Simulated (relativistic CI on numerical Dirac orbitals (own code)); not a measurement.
**Tl⁵¹⁺: q coefficients and field-shift factors**

These numbers are calculated, not measured: Dirac-Coulomb-Breit CI, KLI orbitals optimised for each configuration, derivatives by finite differences, unscaled Slater integrals, QED left out (own radial code, finite nucleus).

Configurations in the expansion (outside the closed core [Ar] 3d10): 4s2, 4s 4p, 4p2, 4s 4d, 4s 4f, 4d2, 4p 4d, 4f2. Levels of other configurations are missing.

With x = (α/α₀)² − 1 an excitation energy changes as ω = ω₀ + qx; K = 2q/ω₀ is the relative enhancement. Terms are leading LS components, so labels can repeat. The field-shift factor is F = δν/δ⟨r²⟩ for the transition from the lowest level.

Lowest level 4s2 1S_0.

| Level | ω₀ (cm⁻¹) | q (cm⁻¹) | K | F (GHz/fm²) |
| --- | --- | --- | --- | --- |
| 4s 4p 3P°_0 | 838953 | 182400 | 0.435 | -4280 |
| 4s 4p 3P°_1 | 909643 | 200000 | 0.44 | -4300 |
| 4p2 3P_0 | 1918040 | 395500 | 0.412 | -8610 |
| 4s 4p 3P°_2 | 2141537 | 1.836e+06 | 1.72 | -4660 |
| 4s 4p 1P°_1 | 2306088 | 1.834e+06 | 1.59 | -4670 |
| 4p2 3P_1 | 3159614 | 2.036e+06 | 1.29 | -9010 |
| 4p2 1D_2 | 3171252 | 2.031e+06 | 1.28 | -8800 |
| 4s 4d 3D_1 | 3630488 | 1.912e+06 | 1.05 | -4640 |
| 4s 4d 3D_2 | 3671892 | 1.937e+06 | 1.05 | -4750 |
| 4s 4d 3D_3 | 3903736 | 2.195e+06 | 1.12 | -4630 |
| 4s 4d 1D_2 | 3981829 | 2.242e+06 | 1.13 | -4910 |
| 4p2 3P_2 | 4503997 | 3.627e+06 | 1.61 | -9200 |
| 4p 4d 3F°_2 | 4511708 | 2.104e+06 | 0.933 | -8970 |
| 4p2 1S_0 | 4571424 | 3.681e+06 | 1.61 | -9360 |
| 4p 4d 3D°_1 | 4681817 | 2.12e+06 | 0.906 | -8980 |
| 4p 4d 3F°_3 | 4877677 | 2.404e+06 | 0.986 | -8890 |
| 4p 4d 3P°_2 | 4877925 | 2.396e+06 | 0.982 | -8970 |
| 4s 4f 3F°_3 | 5446677 | 2.249e+06 | 0.826 | -4760 |
| 4s 4f 3F°_2 | 5451071 | 2.195e+06 | 0.805 | -4620 |
| 4s 4f 3F°_4 | 5516117 | 2.281e+06 | 0.827 | -4630 |
| 4s 4f 1F°_3 | 5554798 | 2.327e+06 | 0.838 | -4840 |
| 4p 4d 3D°_2 | 5886357 | 3.758e+06 | 1.28 | -9330 |
| 4p 4d 3P°_0 | 5917676 | 3.761e+06 | 1.27 | -9350 |

At this charge energies of transitions that change n are usually good to better than 1 %, and those within a shell (Δn = 0) to a few per cent.
